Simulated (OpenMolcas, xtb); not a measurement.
## How methods differ on CHClFGeN (SMILES N#[C][GeH]([F])[Cl])

CHClFGeN has 6 atoms, charge 0, and is taken as a singlet. As SMILES, `N#[C][GeH]([F])[Cl]`. Geometry: relaxed at PBE0-D4/def2-TZVP.

Each level gives the HOMO–LUMO gap (eV). The values are calculated.

```tsv
level	kind	program	value (eV)	CPU time
GFN2-xTB	semi-empirical	xtb	4.68	under 2 s
HF/cc-pVDZ	Hartree–Fock	OpenMolcas	15.65	9.1 s
SVWN5/cc-pVDZ	LDA	OpenMolcas	6.01	18 s
PBE/cc-pVDZ	GGA	OpenMolcas	6.16	26 s
M06-L/cc-pVDZ	meta-GGA	OpenMolcas	6.85	32 s
PBE0/cc-pVDZ	global hybrid	OpenMolcas	8.59	23 s
B2PLYP/cc-pVDZ	double hybrid	OpenMolcas	11.22	19 s
```

All-electron rows without a relativistic Hamiltonian named are non-relativistic. The values span 4.68 to 15.65 eV. Orbital gaps aren't excitation energies, and those of double hybrids come from the SCF part alone; they tend to grow with the share of exact exchange. Times are those of the runs behind each value, whatever else they computed, on shared processors of several kinds: orders of magnitude only.
